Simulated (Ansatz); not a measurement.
Two members of one family (Series (HMgX)2), computed with Ansatz in the gas phase. Binding counts from free atoms in the multiplicity of their measured ground term, without zero-point energy. A dash marks a value that wasn't run or was left out as unsound. The structures are stationary points that may keep the symmetry of their start.

First: (HMg-mu-Br)2 (singlet, charge 0, PBE-D4/def2-SVP geometry).

Cartesian coordinates in Å:
```
Mg -0.046 1.155 1.316
H -0.097 2.278 2.587
Br 1.091 1.177 -0.996
Mg 0.046 -1.155 -1.316
H 0.084 -2.270 -2.593
Br -1.078 -1.185 1.002
```

```json
{"level": "PBE-D4/def2-SVP", "HOMO (eV)": "-6.54", "LUMO (eV)": "-1.66", "gap (eV)": "4.88", "vertical IE (eV)": "–", "vertical triplet (eV)": "–", "binding per atom (eV)": "2.20"}
{"level": "PBE-D4/def2-TZVP", "HOMO (eV)": "-6.56", "LUMO (eV)": "-1.72", "gap (eV)": "4.84", "vertical IE (eV)": "9.07", "vertical triplet (eV)": "4.84", "binding per atom (eV)": "2.18"}
{"level": "r2SCAN-D4/def2-TZVP", "HOMO (eV)": "-6.81", "LUMO (eV)": "-1.27", "gap (eV)": "5.54", "vertical IE (eV)": "9.20", "vertical triplet (eV)": "5.16", "binding per atom (eV)": "2.30"}
{"level": "B3LYP-D4/6-31G", "HOMO (eV)": "-7.76", "LUMO (eV)": "-1.54", "gap (eV)": "6.21", "vertical IE (eV)": "–", "vertical triplet (eV)": "–", "binding per atom (eV)": "2.01"}
{"level": "PBE0-D4/def2-SVP", "HOMO (eV)": "-7.73", "LUMO (eV)": "-0.99", "gap (eV)": "6.74", "vertical IE (eV)": "–", "vertical triplet (eV)": "–", "binding per atom (eV)": "2.20"}
```

Second: (HMg-mu-OH)2 (singlet, charge 0, PBE-D4/def2-SVP geometry).

```xyz
8

Mg    1.2533    0.5682   -0.5574
H     2.6990    1.2235   -1.2008
O     0.3696   -1.1814   -0.3723
Mg   -1.2531   -0.5683    0.5574
H    -2.6986   -1.2228    1.2001
O    -0.3705    1.1818    0.3711
H     0.6476   -2.0673   -0.6497
H    -0.6473    2.0663    0.6516
```

Q: What does the change do? Estimate second minus first.

A: 
```
              level  Δ HOMO (eV)  Δ LUMO (eV)  Δ gap (eV)  Δ vertical IE (eV)  Δ vertical triplet (eV)  Δ binding per atom (eV)
    PBE-D4/def2-SVP         0.61         0.45       -0.15                   –                        –                     0.93
   PBE-D4/def2-TZVP         0.59         0.34       -0.25               -0.43                    -0.15                     0.90
r2SCAN-D4/def2-TZVP         0.60         0.41       -0.20               -0.47                    -0.16                     0.82
     B3LYP-D4/6-31G         0.79         0.91        0.12                   –                        –                     0.94
   PBE0-D4/def2-SVP         0.61         0.51       -0.10                   –                        –                     0.85
```
